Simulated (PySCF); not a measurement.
# Atomic charges by several schemes

C6H7O3S (charge -1).
Geometry (PBE0-D3(BJ)/def2-SVP, Å), atoms numbered from 1 in this order:
```
atom  x, y, z in Å
C1    -3.417    0.605   -0.489
C2    -2.231    0.045   -0.191
C3    -1.010    0.811   -0.061
C4     0.243    0.374    0.231
C5     1.312    1.365    0.331
C6     2.588    1.148    0.677
S7     0.717   -1.373    0.502
O8     1.739   -1.600   -0.538
O9    -0.506   -2.184    0.333
O10    1.243   -1.363    1.882
H11   -4.326    0.003   -0.576
H12   -3.516    1.684   -0.655
H13   -2.124   -1.032   -0.026
H14   -1.119    1.896   -0.211
H15    0.995    2.391    0.096
H16    3.297    1.980    0.718
H17    2.936    0.144    0.928
```

Density: PBE0/pcSseg-1 (PySCF); schemes: Mulliken, IAO, Hirshfeld and ESP-fitted. The structure is a single PBE0-D3(BJ)/def2-SVP conformer in the gas phase; no vibrational or solvent corrections. The pcSseg-1 basis has no diffuse functions, a weakness for an anion.

For which atoms does the sign change between the 4 schemes (beyond +0.03 e in one, beyond −0.03 e in another)?

For none.

At which atom do the 4 schemes differ most?

At S7: from +0.450 (Hirshfeld) to +2.173 e (IAO), 1.723 e apart.

Do the Mulliken, IAO, Hirshfeld and ESP-fitted schemes agree on where the charge is lowest?

The schemes don't all agree: Mulliken O9 (-0.643); IAO O10 (-0.950); Hirshfeld O8 (-0.405); ESP-fitted O9 (-0.649).

What partial charge does each atom carry?

In e:

```json
{"atom": "C1", "environment": "terminal =CH2 carbon", "Mulliken": "-0.203", "IAO": "-0.350", "Hirshfeld": "-0.136", "ESP-fitted": "-0.558"}
{"atom": "C2", "environment": "alkene CH carbon", "Mulliken": "-0.123", "IAO": "-0.124", "Hirshfeld": "-0.053", "ESP-fitted": "-0.031"}
{"atom": "C3", "environment": "alkene CH carbon", "Mulliken": "-0.140", "IAO": "-0.155", "Hirshfeld": "-0.064", "ESP-fitted": "-0.136"}
{"atom": "C4", "environment": "fully substituted alkene carbon", "Mulliken": "-0.373", "IAO": "-0.224", "Hirshfeld": "-0.028", "ESP-fitted": "-0.102"}
{"atom": "C5", "environment": "alkene CH carbon", "Mulliken": "-0.172", "IAO": "-0.136", "Hirshfeld": "-0.065", "ESP-fitted": "-0.126"}
{"atom": "C6", "environment": "terminal =CH2 carbon", "Mulliken": "-0.116", "IAO": "-0.302", "Hirshfeld": "-0.111", "ESP-fitted": "-0.377"}
{"atom": "S7", "environment": "sulfonyl sulfur", "Mulliken": "+1.331", "IAO": "+2.173", "Hirshfeld": "+0.450", "ESP-fitted": "+1.132"}
{"atom": "O8", "environment": "oxygen bonded to S", "Mulliken": "-0.630", "IAO": "-0.948", "Hirshfeld": "-0.405", "ESP-fitted": "-0.623"}
{"atom": "O9", "environment": "oxygen bonded to S", "Mulliken": "-0.643", "IAO": "-0.947", "Hirshfeld": "-0.375", "ESP-fitted": "-0.649"}
{"atom": "O10", "environment": "oxygen bonded to S", "Mulliken": "-0.634", "IAO": "-0.950", "Hirshfeld": "-0.403", "ESP-fitted": "-0.628"}
{"atom": "H11", "environment": "vinylic hydrogen", "Mulliken": "+0.095", "IAO": "+0.132", "Hirshfeld": "+0.027", "ESP-fitted": "+0.177"}
{"atom": "H12", "environment": "vinylic hydrogen", "Mulliken": "+0.085", "IAO": "+0.118", "Hirshfeld": "+0.021", "ESP-fitted": "+0.178"}
{"atom": "H13", "environment": "vinylic hydrogen", "Mulliken": "+0.152", "IAO": "+0.185", "Hirshfeld": "+0.029", "ESP-fitted": "+0.190"}
{"atom": "H14", "environment": "vinylic hydrogen", "Mulliken": "+0.067", "IAO": "+0.112", "Hirshfeld": "+0.025", "ESP-fitted": "+0.115"}
{"atom": "H15", "environment": "vinylic hydrogen", "Mulliken": "+0.065", "IAO": "+0.117", "Hirshfeld": "+0.027", "ESP-fitted": "+0.108"}
{"atom": "H16", "environment": "vinylic hydrogen", "Mulliken": "+0.083", "IAO": "+0.125", "Hirshfeld": "+0.029", "ESP-fitted": "+0.139"}
{"atom": "H17", "environment": "vinylic hydrogen", "Mulliken": "+0.155", "IAO": "+0.175", "Hirshfeld": "+0.031", "ESP-fitted": "+0.192"}
```

Mean size of the charges over all atoms: IAO 0.428 e, ESP-fitted 0.321 e, Mulliken 0.298 e, Hirshfeld 0.134 e. Each set sums to the total charge, -1, to within 0.001 e. The ESP scheme fits charges at the nuclei, held to the total charge, to the electrostatic potential on points at 1.4 to 2.0 times the van der Waals radii.

How many electrons does the ESP-fitted scheme count on C5?

Z − q = 6 − (-0.126) = 6.126.

Sum the charges by element, for elements with more than one atom.

```tsv
element	atoms	Mulliken	IAO	Hirshfeld	ESP-fitted
C	6	-1.126	-1.291	-0.457	-1.330
O	3	-1.907	-2.846	-1.183	-1.900
H	7	+0.702	+0.964	+0.190	+1.099
```

How closely do the schemes follow one another over all atoms?

Correlation coefficient and root-mean-square difference: Mulliken with IAO 0.99, 0.253 e; IAO with Hirshfeld 0.96, 0.492 e; IAO with ESP-fitted 0.96, 0.293 e; Hirshfeld with ESP-fitted 0.96, 0.246 e; Mulliken with Hirshfeld 0.95, 0.259 e; Mulliken with ESP-fitted 0.95, 0.142 e.
